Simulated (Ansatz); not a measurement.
C$_{2}$H$_{6}$Mg, charge -1, doublet, geometry from GFN2-xTB (such geometries of metal compounds can be far from the true shape) (a state made from the parent by changing its charge; the spin is typed, not shown lowest) (a gas-phase anion, which may not be bound at this level). Base run: R2SCAN/def2-SV(P) (Ansatz, a quantum-chemistry and plane-wave program).

The Ansatz input:
Ansatz 0.2 input:
```yaml
crystal:
  periodic: [false, false, false]
  atoms:
    - {symbol: Mg, position_ang: [0.00908037, 0.00925639, 0.01294791]}
    - {symbol: C, position_ang: [1.74983068, 0.27008592, -1.43459595]}
    - {symbol: H, position_ang: [2.50975584, -0.53302003, -1.37360574]}
    - {symbol: H, position_ang: [2.32099919, 1.20740967, -1.28842028]}
    - {symbol: H, position_ang: [1.44807111, 0.28951405, -2.49986139]}
    - {symbol: C, position_ang: [-1.75988467, -0.28033481, 1.42025972]}
    - {symbol: H, position_ang: [-2.34258660, -1.20136949, 1.22435071]}
    - {symbol: H, position_ang: [-2.50595139, 0.53689823, 1.37903060]}
    - {symbol: H, position_ang: [-1.47892863, -0.34901579, 2.48914849]}
basis:
  gaussian:
    orbitals: def2-SV_P_.json
hamiltonian:
  xc: r2scan
total_charge: -1
magnetization: {spin_polarized: true, initial_magnetization: 1}
```
The basis file holds def2-SV(P) in the JSON format of the Basis Set Exchange.

Each row names what was changed in the base input (with any setting that the change needs).

| change | ΔE vs base (eV) |
|---|---|
| base | 0.00 |
| symmetry_tolerance_ang = 0.01 | 0.00 |
| occupation = up:A:9 B:7 down:A:8 B:7 | 0.00 |
| occupation = up:A:8 B:8 down:A:8 B:7 | 0.46 |
| occupation = up:A:10 B:6 down:A:8 B:7 | 3.94 |

A gas-phase anion may not be bound at this level; its values then depend on the basis.
